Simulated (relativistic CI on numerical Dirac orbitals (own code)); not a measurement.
# Mn5+: L2,3 absorption edge

Computed with this model: Dirac-Coulomb-Breit CI, orbitals from a KLI potential per configuration, model QED (radiative potential, 1s self-energy scaled to tabulated hydrogen-like ionisation energies), valence Slater integrals scaled by 0.8, multiplet model of core-to-valence dipole absorption; configurations [Ar] 3d2 → [He] 2s2 2p5 3s2 3p6 3d3; 300 K; Lorentzian 0.4 eV and Gaussian 0.3 eV FWHM. Energies are those of the free ion, without screening or charge transfer. The branching ratio is the share of the lower-energy edge in the whole absorption, uncertain by about 0.02 where the edges overlap. S is read from ⟨S²⟩ = S(S + 1).

Field parameters in Wybourne normalisation: Td as Oh with Dq negative (B⁴₀ = 21Dq, B⁴₄ = √(5/14) B⁴₀). The field is a parameter set, without covalency.

Peaks in eV (height, largest 100): 650.4 (13), 652.8 (100), 655.0 (14), 656.0 (25), 659.6 (13), 661.0 (49), 661.8 (33), 663.6 (63).

Task: Which surroundings give this spectrum?
A. Td, 10Dq = -12450 cm⁻¹
B. Td, 10Dq = -9200 cm⁻¹
C. Td, 10Dq = -15750 cm⁻¹
D. free ion

Result: A. Td, 10Dq = -12450 cm⁻¹, where the ground state has S = 1.00.
